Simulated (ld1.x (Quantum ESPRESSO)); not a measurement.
Transferability test, TM potential for In (Z = 49)

```
Element                 : indium
Generator               : ld1.x (Quantum ESPRESSO) 7.5
Type                    : norm-conserving Troullier–Martins (Kleinman–Bylander form)
Functional              : PBE
Relativity              : scalar-relativistic
Frozen core             : [Kr] 4d10
Valence charge          : 3
Reference configuration : 5s1 5p0 (charge +2)
Partial waves           : 5s (bound): rc 1.50 bohr; 5d channel at -0.05 Ry: rc 2.00 bohr; 5p (bound, empty): rc 1.72 bohr
Local potential         : the p channel
Core correction         : Bessel-smoothed model core, default radius (core density twice the valence density)
```

Energies are relative to the spin-unpolarised reference configuration 5s1 5p0; without spin polarisation the order of configurations can differ from experiment.

| valence configuration | charge | ΔE all-electron (eV) | error AE − PS (meV) |
| --- | --- | --- | --- |
| 5s2 5p1 | 0 | -24.598 | -161 |
| 5s2 5p0 | +1 | -19.235 | -106 |
| 5s2 5p0.5 | +0.5 | -22.657 | -141 |
| 5s1 5p2 | 0 | -18.757 | -60 |
| 5s1 5p1 | +1 | -12.642 | -30 |
| 5s2 5p1.3 | -0.3 | -25.130 | -165 |

What are ΔE and the potential's error for 5s0 5p3?

ΔE = -12.651 eV all-electron; the error (AE − PS) is -10 meV.

Levels in the configuration 5s1 5p2:

```tsv
level	all-electron (eV)	pseudo (eV)
5s	-9.200	-9.110
5p	-3.219	-3.204
```

Note: ghost state, extra bound levels that the all-electron valence spectrum of the same l lacks: d at -43.5 eV. A true bound ghost makes a file unfit for plane-wave use.
